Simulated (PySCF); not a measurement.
CH4BClGe, C2H8GeSi, AlClGeH3N (calculated)

Computed with PySCF 2.14.0. Calculation on a computer-drawn molecule: the log of a Hartree-Fock and frozen-core CCSD(T) single point meant for a local Hartree-Fock minimum, with one planted fault or none, to be diagnosed. Offsets are logged minus clean, where the clean run is the same molecule without the fault. The reference is restricted for singlets and unrestricted otherwise, and also for a bond in bohr or an excited solution. Adding or removing an electron swaps singlet and doublet. The excited solution moves the top pair (singlet) or top alpha electron (doublet) to the lowest empty orbital. Highest occupied and lowest empty are orbital energies over both spins, largest force is the largest gradient component, triples share is (T) over the correlation energy, the T1 limit is 0.02 restricted and 0.045 unrestricted, electrons count all cores, a negative frequency is imaginary (commonest isotopes), and the dipole is about the centre of nuclear charge; on germanium a core potential holds 10 electrons, which the energies leave out, and 3d is frozen in MP2 and coupled-cluster steps.

Common to all runs: meant charge 0; meant multiplicity 1; meant basis cc-pV(D+d)Z; meant basis and core potential on germanium cc-pVDZ-PP ECP10MDF; logged SCF converged yes; logged CC converged yes; logged SCF stable within its kind yes; possible faults no fault, one electron removed, one electron added, multiplicity raised by two, geometry at a saddle point, SCF held on an excited solution, minimal basis STO-3G, one bond length entered in bohr, all coordinates scaled.

(1) 
```xyz
8
formula=CH4BClGe logged_electrons=64 logged_basis_functions=94 logged_spin_squared=0.952 logged_highest_occupied=-9.1646 logged_lowest_empty=-0.17433 logged_largest_force=0.013771 logged_T1_diagnostic=0.031666 logged_D1_diagnostic=0.123 logged_triples_share=0.03876 logged_dipole_magnitude=2.6292 logged_energy_HF=-817.64867 logged_energy_CCSD(T)=-818.14399 planted_fault=one_bond_length_entered_in_bohr,row_7_of_the_drawn_bonds HF_energy_offset_from_clean_run=60.92 CCSD(T)_energy_offset_from_clean_run=70.38
B     -1.2430    -1.1587     1.3689
C     -0.8134    -0.0981     0.3640
Ge     0.1987     1.2901     0.8049
Cl     0.9344     1.6417     2.7813
H     -1.9312    -2.0813     1.0196
H     -0.9041    -1.0923     2.5202
H     -1.0971    -0.1199    -0.6839
H      1.1761     3.4420    -0.8142
```

Units: logged_highest_occupied, logged_lowest_empty in eV; logged_largest_force in hartree/bohr; logged_dipole_magnitude in debye; logged_energy_HF, logged_energy_CCSD(T) in hartree; HF_energy_offset_from_clean_run, CCSD(T)_energy_offset_from_clean_run in kcal/mol.

Drawn bonds:
```csv
atom,other atom,order
1,2,1
2,3,2
3,4,1
1,5,1
1,6,1
2,7,1
3,8,1
```

(2) 
```xyz
12
formula=C2H8GeSi logged_electrons=66 logged_basis_functions=114 logged_spin_squared=0 logged_highest_occupied=-8.4613 logged_lowest_empty=1.764 logged_largest_force=1.825e-05 logged_lowest_frequency=76.64 logged_T1_diagnostic=0.012515 logged_D1_diagnostic=0.042909 logged_triples_share=0.032554 logged_dipole_magnitude=1.6602 logged_energy_HF=-662.6606 logged_energy_CCSD(T)=-663.22509 planted_fault=no_fault HF_energy_offset_from_clean_run=0 CCSD(T)_energy_offset_from_clean_run=0
C      0.9038     0.5245     2.0096
Si    -0.6038     0.1527     0.9443
C     -0.9079     1.4562    -0.3411
Ge    -2.3751     2.4314    -0.4737
H      0.7844     1.4727     2.5406
H      1.8064     0.5930     1.3950
H      1.0604    -0.2664     2.7491
H     -0.3950    -1.1749     0.3062
H     -1.8109     0.0562     1.8067
H     -0.1415     1.6538    -1.0870
H     -2.5860     3.4916    -1.5451
H     -3.5530     2.2943     0.4765
```

Units: logged_highest_occupied, logged_lowest_empty in eV; logged_largest_force in hartree/bohr; logged_lowest_frequency in cm⁻¹; logged_dipole_magnitude in debye; logged_energy_HF, logged_energy_CCSD(T) in hartree; HF_energy_offset_from_clean_run, CCSD(T)_energy_offset_from_clean_run in kcal/mol.

Drawn bonds:
```csv
atom,other atom,order
1,2,1
2,3,1
3,4,2
1,5,1
1,6,1
1,7,1
2,8,1
2,9,1
3,10,1
4,11,1
4,12,1
```

(3) 
```xyz
7
formula=AlClGeH3N logged_electrons=72 logged_basis_functions=98 logged_spin_squared=0 logged_highest_occupied=-8.4855 logged_lowest_empty=1.0814 logged_largest_force=3.591e-05 logged_lowest_frequency=51.535 logged_T1_diagnostic=0.013356 logged_D1_diagnostic=0.042543 logged_triples_share=0.02733 logged_dipole_magnitude=2.547 logged_energy_HF=-1051.07432 logged_energy_CCSD(T)=-1051.58142 planted_fault=no_fault HF_energy_offset_from_clean_run=0 CCSD(T)_energy_offset_from_clean_run=0
Al    -1.1603    -0.1425    -0.7008
N      0.6396    -0.2546    -0.4560
Ge     1.7515     0.5143     0.7609
Cl     2.8214     2.1993    -0.1367
H      1.1634    -0.7749    -1.1481
H      0.9260     1.1034     1.8965
H      2.8457    -0.4327     1.2327
```

Units: logged_highest_occupied, logged_lowest_empty in eV; logged_largest_force in hartree/bohr; logged_lowest_frequency in cm⁻¹; logged_dipole_magnitude in debye; logged_energy_HF, logged_energy_CCSD(T) in hartree; HF_energy_offset_from_clean_run, CCSD(T)_energy_offset_from_clean_run in kcal/mol.

Drawn bonds:
```csv
atom,other atom,order
1,2,1
2,3,1
3,4,1
2,5,1
3,6,1
3,7,1
```
